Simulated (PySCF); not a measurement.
## Electron correlation in Fe (iron, neutral)

[Ar] 3d6 4s2, high-spin 5D determinant. Computed with PySCF 2.14 in ANO-R3 (7s5p5d3f2g1h, 97 functions), with the spin-free X2C one-electron Hamiltonian (Gaussian nucleus). Frozen: [Ar]; 8 electrons correlated.

MP2 pair energies summed by pair of shells (mhartree):

| pair | energy | share (%) |
| --- | --- | --- |
| 3d-3d | -141.01 | 71.6 |
| 3d-4s | -36.60 | 18.6 |
| 4s-4s | -19.20 | 9.8 |

Total MP2 correlation energy: -196.81 mhartree.

Same-spin part -95.55 and opposite-spin part -101.26 mhartree; SCS-MP2 scales them by 1/3 and 6/5 to -153.36 mhartree.
